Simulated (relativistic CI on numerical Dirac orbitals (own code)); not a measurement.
Method of calculation: Dirac-Coulomb-Breit CI, separate exchange-only KLI orbitals for each configuration, a model potential for QED, unscaled Slater integrals (own radial code, finite nucleus).

Configuration list (outside the closed core [Ne]): 3s²3p⁵, 3s²3p⁴3d, 3s3p⁶, 3s3p⁵3d, 3s3p⁴3d², 3p⁶3d, 3s²3p³3d4p, 3s3p⁴3d4s, 3p⁶4s, 3s²3p⁴4s, 3p⁶4p, 3s²3p⁴4p, 3s²3p⁴4d, 3s3p⁵4s, 3p⁵3d4p, 3s²3p⁴4f, 3s3p⁵4p, 3s3p⁵4d, 3s3p⁵4f, 3s²3p⁴5s, 3s²3p⁴5p, 3s²3p³4s4p, 3s²3p⁴5d, 3s²3p⁴5f, 3s²3p⁴5g, 3s3p⁴4s², 3s3p⁵5s, 3s3p⁵5p, 3s²3p³3d², 3s²3p²3d³, 3s3p³3d³, 3s²3p²3d²4s, 3s²3p²3d²4p, 3s²3p²3d²4d, 3p⁵3d², 3p⁴3d³, 3p⁴3d²4s, 3p⁴3d²4p, 3p⁴3d²4d, 3s²3p³3d4s, 3s3p³3d²4s, 3s²3p²3d4s², 3s²3p²3d4s4p, 3s²3p²3d4s4d, 3p⁵3d4s, 3p⁴3d4s², 3p⁴3d4s4p, 3p⁴3d4s4d, 3s²3p³4s², 3s3p³3d4s², 3s²3p²4s²4p, 3s²3p²4s²4d, 3s²3p³4p², 3s²3p²3d4p², 3s3p³3d4p², 3s²3p²4s4p², 3s²3p²4p³, 3s²3p²4p²4d. Double excitations out of closed p, d and f shells are left out; levels of such configurations are missing from the list, as are those of other unlisted configurations, and high levels can miss mixing partners. These lack a partner that the ground configuration has and come out too high: 3s²3p⁴4f, 3s3p⁵4p, 3s3p⁵4d, 3s3p⁵4f, 3s²3p⁴5s.

At this charge energies of transitions that change n are usually good to better than 1 %, and those within a shell (Δn = 0) to a few per cent.

Outline of the computed level scheme of Os LX. Lowest level of each configuration: 3s²3p⁵ ²P°3/2 at 0.000 eV; 3s²3p⁴3d ⁴D3/2 at 244.370 eV; 3s²3p³3d² ⁴F°3/2 at 504.033 eV; 3s3p⁶ ²S1/2 at 597.549 eV.

Some strong electric-dipole decays among the lowest 45 levels: 3s²3p⁴3d ²P1/2 → 3s²3p⁵ ²P°3/2 (8.2e+12 s⁻¹); 3s²3p⁴3d ²P3/2 → 3s²3p⁵ ²P°3/2 (3.9e+12 s⁻¹); 3s²3p⁴3d ²D5/2 → 3s²3p⁵ ²P°3/2 (3.8e+12 s⁻¹); 3s3p⁶ ²S1/2 → 3s²3p⁵ ²P°3/2 (1.6e+12 s⁻¹); 3s²3p⁴3d ²D5/2 → 3s²3p⁵ ²P°3/2 (8.0e+11 s⁻¹); 3s²3p³3d² ²G°9/2 → 3s²3p⁴3d ²F7/2 (7.5e+11 s⁻¹); 3s²3p³3d² ²G°7/2 → 3s²3p⁴3d ⁴D5/2 (5.9e+11 s⁻¹); 3s²3p⁴3d ²P3/2 → 3s²3p⁵ ²P°3/2 (5.8e+11 s⁻¹).

LS names give the leading component of a level, which can be under half, so a name can repeat, a term be missing and a line seem to break the LS rules.
